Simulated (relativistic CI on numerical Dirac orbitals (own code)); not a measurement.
**Radial parameters of Er16+**

Calculated at this level of theory: Dirac-Coulomb-Breit CI, KLI orbitals optimised for each configuration, model QED, unscaled Slater integrals (own radial code, finite nucleus).

Slater integrals F^k, G^k are unscaled and averaged over j, outside the closed core [Ar] 3d10 4p6 4d10; ζ comes from projecting the Hamiltonian with its Breit term on Σ l·s of the shell.

- 4s2 4f6: F^2(4f,4f) = 172790, F^4(4f,4f) = 111010, F^6(4f,4f) = 80651, ζ(4f) = 3307.3 cm⁻¹; <r>(4f) = 0.5863, <r^2>(4f) = 0.4033 (bohr units).
- 4s2 4f5 5s: F^2(4f,4f) = 175530, F^4(4f,4f) = 112880, F^6(4f,4f) = 82044, ζ(4f) = 3439.6, G^3(4f,5s) = 31769 cm⁻¹; <r>(4f) = 0.5786, <r^2>(4f) = 0.3925, <r>(5s) = 1.003, <r^2>(5s) = 1.12 (bohr units).
- 4s2 4f4 5s2: F^2(4f,4f) = 178610, F^4(4f,4f) = 114990, F^6(4f,4f) = 83620, ζ(4f) = 3574.1 cm⁻¹; <r>(4f) = 0.5703, <r^2>(4f) = 0.3807 (bohr units).

Averages of the first 6 configurations, taken without configuration mixing, which lowers the lowest level and can move excited configurations by several eV; other configurations of the list can lie among them:

| Configuration | Parity | States | Average energy above the lowest level (eV) |
| --- | --- | --- | --- |
| 4s2 4f6 | even | 3003 | 15.5 |
| 4s2 4f5 5s | odd | 4004 | 24.4 |
| 4s2 4f4 5s2 | even | 1001 | 40.0 |
| 4s2 4f5 6s | odd | 4004 | 171.6 |
| 4s 4f7 | odd | 6864 | 477.8 |
| 4f8 | even | 3003 | 942.4 |
